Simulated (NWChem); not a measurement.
Everything below was run with NWChem. System: C4H4O2, charge 0, spin multiplicity 1, displaced from the optimised geometry. The structure started from a generated list of species.

Input file:

```
start mol
memory heap 200 mb stack 800 mb global 1000 mb
geometry units angstroms nocenter noautoz
  O     -2.107132     0.014732     0.000000
  C     -0.732519     0.012165     0.000000
  C      0.177003     1.155444     0.000000
  C      1.457199     0.609084     0.000000
  O      1.402664    -0.755064     0.000000
  C      0.071182    -1.127995     0.000000
  H     -2.425240     0.942271     0.000000
  H     -0.087632     2.234001     0.000000
  H      2.468047     1.065263     0.000000
  H     -0.156615    -2.211074     0.000000
  symmetry group Cs
end
basis spherical
  * library def2-svp
end
dft
  xc becke88 lyp
  semidirect memsize 60000000 filesize 0
  iterations 100
  convergence nodiis damp 40
end
task dft gradient
```

The output up to the point where the run's verdict is printed (cleaned and shortened):

```
             Northwest Computational Chemistry Package (NWChem) 7.3.0
             --------------------------------------------------------

                                NWChem Input Module
                                -------------------

 Scaling coordinates for geometry "geometry" by  1.889725989
 (inverse scale =  0.529177249)

 Turning off AUTOSYM since
 SYMMETRY directive was detected!

                             Geometry "geometry" -> ""
                             -------------------------

 Output coordinates in angstroms (scale by  1.889725989 to convert to a.u.)

  No.       Tag          Charge          X              Y              Z
 ---- ---------------- ---------- -------------- -------------- --------------
    1 O                    8.0000    -2.10713200     0.01473200     0.00000000
    2 C                    6.0000    -0.73251900     0.01216500     0.00000000
    3 C                    6.0000     0.17700300     1.15544400     0.00000000
    4 C                    6.0000     1.45719900     0.60908400     0.00000000
    5 O                    8.0000     1.40266400    -0.75506400     0.00000000
    6 C                    6.0000     0.07118200    -1.12799500     0.00000000
    7 H                    1.0000    -2.42524000     0.94227100     0.00000000
    8 H                    1.0000    -0.08763200     2.23400100     0.00000000
    9 H                    1.0000     2.46804700     1.06526300     0.00000000
   10 H                    1.0000    -0.15661500    -2.21107400     0.00000000

 Effective nuclear repulsion energy (a.u.)     219.0367208797

            Nuclear Dipole moment (a.u.)
            ----------------------------
        X                 Y               Z
 ---------------- ---------------- ----------------
     0.0000113384    -0.0000132281     0.0000000000

      Symmetry information
      --------------------

 Group name             Cs
 Group number              2
 Group order               2
 No. of unique centers    10

      Symmetry unique atoms

     1    2    3    4    5    6    7    8    9   10


 Summary of "ao basis" -> "" (spherical)
[...]
 d= 0,ls=0.0         52   -177.0595615805  3.90D+01  6.23D-01              23.7
 d= 0,ls=0.0         53   -216.0182118615 -3.90D+01  6.23D-01              24.1
 d= 0,ls=0.0         54   -177.0595654995  3.90D+01  6.23D-01              24.5
 d= 0,ls=0.0         55   -216.0182116747 -3.90D+01  6.23D-01              24.9
 d= 0,ls=0.0         56   -177.0595672791  3.90D+01  6.23D-01              25.2
 d= 0,ls=0.0         57   -216.0182115899 -3.90D+01  6.23D-01              25.7
 d= 0,ls=0.0         58   -177.0595680872  3.90D+01  6.23D-01              26.1
 d= 0,ls=0.0         59   -216.0182115513 -3.90D+01  6.23D-01              26.5
 d= 0,ls=0.0         60   -177.0595684541  3.90D+01  6.23D-01              27.0
 d= 0,ls=0.0         61   -216.0182115338 -3.90D+01  6.23D-01              27.4
 d= 0,ls=0.0         62   -177.0595686207  3.90D+01  6.23D-01              27.8
 d= 0,ls=0.0         63   -216.0182115259 -3.90D+01  6.23D-01              28.2
 d= 0,ls=0.0         64   -177.0595686964  3.90D+01  6.23D-01              28.6
 d= 0,ls=0.0         65   -216.0182115223 -3.90D+01  6.23D-01              29.1
 d= 0,ls=0.0         66   -177.0595687307  3.90D+01  6.23D-01              29.5
 d= 0,ls=0.0         67   -216.0182115207 -3.90D+01  6.23D-01              29.9
 d= 0,ls=0.0         68   -177.0595687463  3.90D+01  6.23D-01              30.3
 d= 0,ls=0.0         69   -216.0182115199 -3.90D+01  6.23D-01              30.7
 d= 0,ls=0.0         70   -177.0595687534  3.90D+01  6.23D-01              31.1
 d= 0,ls=0.0         71   -216.0182115196 -3.90D+01  6.23D-01              31.4
 d= 0,ls=0.0         72   -177.0595687566  3.90D+01  6.23D-01              31.8
 d= 0,ls=0.0         73   -216.0182115194 -3.90D+01  6.23D-01              32.2
 d= 0,ls=0.0         74   -177.0595687581  3.90D+01  6.23D-01              32.6
 d= 0,ls=0.0         75   -216.0182115194 -3.90D+01  6.23D-01              33.0
 d= 0,ls=0.0         76   -177.0595687588  3.90D+01  6.23D-01              33.4
 d= 0,ls=0.0         77   -216.0182115193 -3.90D+01  6.23D-01              33.8
 d= 0,ls=0.0         78   -177.0595687590  3.90D+01  6.23D-01              34.1
 d= 0,ls=0.0         79   -216.0182115193 -3.90D+01  6.23D-01              34.5
 d= 0,ls=0.0         80   -177.0595687592  3.90D+01  6.23D-01              34.9
 d= 0,ls=0.0         81   -216.0182115193 -3.90D+01  6.23D-01              35.3
 d= 0,ls=0.0         82   -177.0595687592  3.90D+01  6.23D-01              35.6
 d= 0,ls=0.0         83   -216.0182115193 -3.90D+01  6.23D-01              35.9
 d= 0,ls=0.0         84   -177.0595687593  3.90D+01  6.23D-01              36.4
 d= 0,ls=0.0         85   -216.0182115193 -3.90D+01  6.23D-01              36.8
 d= 0,ls=0.0         86   -177.0595687593  3.90D+01  6.23D-01              37.2
 d= 0,ls=0.0         87   -216.0182115193 -3.90D+01  6.23D-01              37.7
 d= 0,ls=0.0         88   -177.0595687593  3.90D+01  6.23D-01              38.2
 d= 0,ls=0.0         89   -216.0182115193 -3.90D+01  6.23D-01              38.6
 d= 0,ls=0.0         90   -177.0595687593  3.90D+01  6.23D-01              39.0
 d= 0,ls=0.0         91   -216.0182115193 -3.90D+01  6.23D-01              39.4
 d= 0,ls=0.0         92   -177.0595687593  3.90D+01  6.23D-01              39.8
 d= 0,ls=0.0         93   -216.0182115193 -3.90D+01  6.23D-01              40.2
 d= 0,ls=0.0         94   -177.0595687593  3.90D+01  6.23D-01              40.6
 d= 0,ls=0.0         95   -216.0182115193 -3.90D+01  6.23D-01              41.0
 d= 0,ls=0.0         96   -177.0595687593  3.90D+01  6.23D-01              41.4
 d= 0,ls=0.0         97   -216.0182115193 -3.90D+01  6.23D-01              41.8
 d= 0,ls=0.0         98   -177.0595687593  3.90D+01  6.23D-01              42.2
 d= 0,ls=0.0         99   -216.0182115193 -3.90D+01  6.23D-01              42.6
 d= 0,ls=0.0        100   -177.0595687593  3.90D+01  6.23D-01              43.1
```

The run did not converge; its last values are not results. The next line reads: Calculation failed to converge. NWChem stopped with the message: dft gradient failed.
